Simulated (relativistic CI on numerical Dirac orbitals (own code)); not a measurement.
# How well does a small relativistic CI reproduce Sn?

Calculated at this level of theory: Dirac-Coulomb-Breit CI, KLI orbitals optimised for each configuration, a model potential for QED, valence Slater integrals scaled by 0.85, P86 correlation energy added to each configuration (own radial code, finite nucleus).

Configurations in the expansion (outside the closed core [Kr] 4d10): 5s²5p², 5s²5p6s, 5s5p³, 5s²5p6p, 5s²5p5d, 5s²5p7s, 5s²5p7p, 5s²5p6d, 5s²5p4f, 5s²5d², 5s²5p7d, 5s²5p5f, 5s²5p5g, 5s²5p6f, 5s²5p7f, 5p⁴. Levels of other configurations are missing.

| Configuration | Term (tabulated) | J | Measured (cm⁻¹) | Computed | Error | Purity (%) |
| --- | --- | --- | --- | --- | --- | --- |
| 5s²5p² | 3P | 0 | 0.0 | 0 | 0 | 95 |
| 5s²5p² | 3P | 1 | 1691.8 | 1629 | -63 | 99 |
| 5s²5p² | 3P | 2 | 3427.7 | 3360 | -68 | 93 |
| 5s²5p² | 1D | 2 | 8613.0 | 9455 | 842 | 93 |
| 5s²5p² | 1S | 0 | 17162.5 | 14912 | -2250 | 91 |
| 5s²5p6s | 3P° | 0 | 34640.8 | 37045 | 2404 | 100 |
| 5s²5p6s | 3P° | 1 | 34914.3 | 37358 | 2443 | 77 |
| 5s²5p6s | 3P° | 2 | 38628.9 | 41106 | 2477 | 99 |
| 5s²5p6s | 1P° | 1 | 39257.1 | 41888 | 2631 | 72 |
| 5s5p³ | 5S° | 2 | 39625.5 | 34213 | -5413 | 99 |
| 5s²5p6p | 3D | 1 | 42342.2 | 44534 | 2192 | 67 |
| 5s²5p6p | 3D | 2 | 43430.1 | 45454 | 2024 | 63 |
| 5s²5p6p | 3P | 0 | 43799.1 | 45736 | 1937 | 84 |
| 5s²5p5d | 3D° | 1 | 44508.7 | 45798 | 1290 | 60 |
| 5s²5p6p | 3D | 3 | 47006.8 | 49162 | 2156 | 100 |
| 5s²5p6p | 3P | 2 | 47235.2 | 49326 | 2091 | 59 |
| 5s²5p6p | 3S | 1 | 47805.8 | 49790 | 1984 | 73 |
| 5s²5p5d | 3F° | 4 | 48107.3 | 50548 | 2441 | 98 |
| 5s²5p6p | 1D | 2 | 48189.8 | 50227 | 2037 | 68 |
| 5s²5p5d | 3P° | 2 | 48669.4 | 50466 | 1796 | 67 |
| 5s²5p6p | 1S | 0 | 49406.2 | 51377 | 1970 | 73 |
| 5s²5p5d | 3P° | 0 | 49487.1 | 51285 | 1798 | 81 |

Measured levels from NIST Handbook of Basic Atomic Spectroscopic Data (Sansonetti and Martin, J. Phys. Chem. Ref. Data 34, 1559 (2005)); pairs were made by configuration, J and term (by order where the table uses no LS term), so strongly mixed levels may be paired wrongly.

Mean error by configuration (cm⁻¹): 5s²5p² -385; 5s²5p6s 2489; 5s5p³ -5413; 5s²5p6p 2049; 5s²5p5d 1831. Over the excited levels the mean absolute error is 2015 cm⁻¹ (21 of the 31 excited levels that our extract of the source holds in range could be paired, and the others can miss by more), and the median relative error of those above 1,000 cm⁻¹ is 4.6 %.

Transition probabilities of persistent lines. The last column rescales the computed rate by the cube of measured over computed energy:

```tsv
λ measured (Å)	Lower	Upper	A tabulated (s⁻¹)	A computed	A rescaled
2209.66 air	5s²5p² ³P2	5s²5p5d ³P°2	5.60e+07	4.73e+07	4.19e+07
2246.06 air	5s²5p² ³P0	5s²5p5d ³D°1	1.48e+08	9.33e+07	8.56e+07
2661.24 air	5s²5p² ³P1	5s²5p6s ¹P°1	1.53e+07	1.12e+07	9.14e+06
2706.51 air	5s²5p² ³P1	5s²5p6s ³P°2	5.39e+07	7.70e+07	6.31e+07
2839.98 air	5s²5p² ³P2	5s²5p6s ³P°2	1.57e+08	1.89e+08	1.53e+08
2863.32 air	5s²5p² ³P0	5s²5p6s ³P°1	5.44e+07	7.37e+07	6.01e+07
3009.13 air	5s²5p² ³P1	5s²5p6s ³P°1	3.55e+07	4.85e+07	3.90e+07
3034.11 air	5s²5p² ³P1	5s²5p6s ³P°0	1.89e+08	2.46e+08	1.98e+08
3175.03 air	5s²5p² ³P2	5s²5p6s ³P°1	8.93e+07	1.12e+08	8.87e+07
3262.33 air	5s²5p² ¹D2	5s²5p6s ¹P°1	2.70e+08	2.27e+08	1.91e+08
3801.01 air	5s²5p² ¹D2	5s²5p6s ³P°1	2.80e+07	2.96e+07	2.48e+07
4524.73 air	5s²5p² ¹S0	5s²5p6s ¹P°1	2.60e+07	2.14e+07	1.18e+07
```
